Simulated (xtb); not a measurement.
Cl3Lu (SMILES [Cl][Lu]([Cl])[Cl]), singlet, geometry from GFN2-xTB (such geometries of metal compounds can be far from the true shape); GFN2-xTB with ALPB(benzene) (xtb).

The xtb input:
```
$ xtb mol.xyz --gfn 2 --alpb benzene --json

# file mol.xyz
4

Lu     0.11745897     0.35785999     0.22337050
Cl     1.81101761    -0.79670120    -0.87104379
Cl    -0.88627084    -1.35131577     1.43586369
Cl    -1.41531070     0.65342525    -1.49772024
```

Problem. What does xtb print? Leave out banner, timings and long lists.

Solution. 
```
   ID    Z sym.   atoms
    1   71 Lu     1
    2   17 Cl     2-4

           -------------------------------------------------
          |                Calculation Setup                |
           -------------------------------------------------

           -------------------------------------------------
          |                 G F N 2 - x T B                 |
           -------------------------------------------------

      * Solvation model:               ALPB
        Solvent                        benzene
        Parameter file                 internal GFN2-xTB/ALPB
        Dielectric constant                7.0000E+00
        Reference state                gsolv [1 M gas/solution]
        Free energy shift                  4.6744E-03 Eh       2.9333E+00 kcal/mol
        Temperature                        2.9815E+02 K
        Density                            8.6700E-01 kg/L
        Solvent mass                       7.8110E+01 g/mol
        Interaction kernel             P16
        Born radius scaling (c1)           1.6914E+00
        Born radii integrator          GBOBC
        Born offset                        0.0000E+00 a0       0.0000E+00 AA
        H-bond correction              false
        Ion screening                  false
        Surface tension                    1.0000E-05 Eh       1.5569E+01 dyn/cm
        Grid points                               230 per atom

          ...................................................
          :                      SETUP                      :
          :.................................................:
          :  # basis functions                  40          :
          :  # atomic orbitals                  36          :
          :  # shells                           12          :
          :  # electrons                        24          :
          :  max. iterations                   250          :
          :  Hamiltonian                  GFN2-xTB          :
          :  restarted?                      false          :
          :  GBSA solvation                   true          :
          :  PC potential                    false          :
          :  electronic temp.          300.0000000     K    :
          :  accuracy                    1.0000000          :
          :  -> integral cutoff          0.2500000E+02      :
          :  -> integral neglect         0.1000000E-07      :
          :  -> SCF convergence          0.1000000E-05 Eh   :
          :  -> wf. convergence          0.1000000E-03 e    :
          :  Broyden damping             0.4000000          :
          :  net charge                          0          :
          :  unpaired electrons                  0          :
          ...................................................

 iter      E             dE          RMSdq      gap      omega  full diag
   1     -0.6992773 -0.699277E+00  0.531E+01    0.85       0.0  T
   2    -12.9877658 -0.122885E+02  0.284E+01   13.90       1.0  T
   3    -13.6585931 -0.670827E+00  0.211E+01   11.67       1.0  T
   4    -14.0594612 -0.400868E+00  0.181E+01    7.66       1.0  T
   5    -13.8638839  0.195577E+00  0.158E+01   10.08       1.0  T
   6    -14.8223135 -0.958430E+00  0.489E+00    2.65       1.0  T
   7     -6.5837509  0.823856E+01  0.437E+01    0.37       1.0  T
   8    -14.8057145 -0.822196E+01  0.432E+00    1.62       1.0  T
   9    -14.7889256  0.167889E-01  0.682E+00    2.83       1.0  T
  10    -14.7721291  0.167965E-01  0.799E+00    2.95       1.0  T
  11    -14.5910611  0.181068E+00  0.949E+00    4.36       1.0  T
  12    -14.6019273 -0.108663E-01  0.912E+00    4.32       1.0  T
  13    -14.6987771 -0.968498E-01  0.701E+00    3.78       1.0  T
  14    -14.7435313 -0.447541E-01  0.599E+00    3.49       1.0  T
  15    -14.7476063 -0.407498E-02  0.590E+00    3.46       1.0  T
  16    -14.8124104 -0.648042E-01  0.407E+00    2.89       1.0  T
  17    -14.8137621 -0.135164E-02  0.400E+00    2.88       1.0  T
[...]
         :: total energy             -14.821440893444 Eh    ::
[...]
         1        2.0000           -1.1126059             -30.2755
         2        2.0000           -1.1126059             -30.2755
         3        2.0000           -1.0961683             -29.8283
         4        2.0000           -0.5418355             -14.7441
         5        2.0000           -0.4803851             -13.0719
         6        2.0000           -0.4710023             -12.8166
         7        2.0000           -0.4710023             -12.8166
         8        2.0000           -0.4559233             -12.4063
         9        2.0000           -0.4559233             -12.4063
        10        2.0000           -0.4523033             -12.3078
        11        2.0000           -0.4523033             -12.3078
        12        2.0000           -0.4509826             -12.2719 (HOMO)
        13                         -0.3463878              -9.4257 (LUMO)
        14                         -0.3384838              -9.2106
        15                         -0.3384838              -9.2106
        16                         -0.3275245              -8.9124
        17                         -0.3275245              -8.9124
        18                         -0.2995286              -8.1506
        19                          0.0118125               0.3214
        20                          0.0118125               0.3214
        21                          0.0119950               0.3264
        22                          0.0123650               0.3365
        23                          0.0142154               0.3868
       ...                                ...                  ...
        36                          0.4247995              11.5594
      -------------------------------------------------------------
                  HL-Gap            0.1045948 Eh            2.8462 eV
             Fermi-level           -0.3986852 Eh          -10.8488 eV

     #   Z          covCN         q      C6AA      α(0)
     1  71 Lu       2.183     0.800   234.576    32.606
     2  17 Cl       0.728    -0.267   107.345    15.847
     3  17 Cl       0.728    -0.267   107.345    15.847
     4  17 Cl       0.728    -0.267   107.345    15.847

 Mol. C6AA /au·bohr⁶  :       2113.814032
 Mol. C8AA /au·bohr⁸  :     163557.715206
 Mol. α(0) /au        :         80.147952

Wiberg/Mayer (AO) data.
largest (>0.10) Wiberg bond orders for each atom

 ---------------------------------------------------------------------------
     #   Z sym  total        # sym  WBO       # sym  WBO       # sym  WBO
 ---------------------------------------------------------------------------
     1  71 Lu   3.132 --     4 Cl   1.044     3 Cl   1.044     2 Cl   1.044
     2  17 Cl   1.256 --     1 Lu   1.044     3 Cl   0.106     4 Cl   0.106
     3  17 Cl   1.256 --     1 Lu   1.044     2 Cl   0.106     4 Cl   0.106
     4  17 Cl   1.256 --     1 Lu   1.044     2 Cl   0.106     3 Cl   0.106
 ---------------------------------------------------------------------------

Topologies differ in total number of bonds
Writing topology from bond orders to xtbtopo.mol

molecular dipole:
                 x           y           z       tot (Debye)
 q only:        0.425       1.294       0.807
   full:        0.469       1.430       0.892       4.447
molecular quadrupole (traceless):
                xx          xy          yy          xz          yz          zz
 q only:       -2.207       1.850       2.824       1.155       3.519      -0.617
  q+dip:       -3.244       2.720       4.151       1.698       5.173      -0.908
   full:       -3.729       3.127       4.772       1.952       5.947      -1.043

           -------------------------------------------------
          | TOTAL ENERGY              -14.821440893444 Eh   |
          | GRADIENT NORM               0.003622810629 Eh/α |
          | HOMO-LUMO GAP               2.846169592034 eV   |
           -------------------------------------------------

normal termination of xtb
```
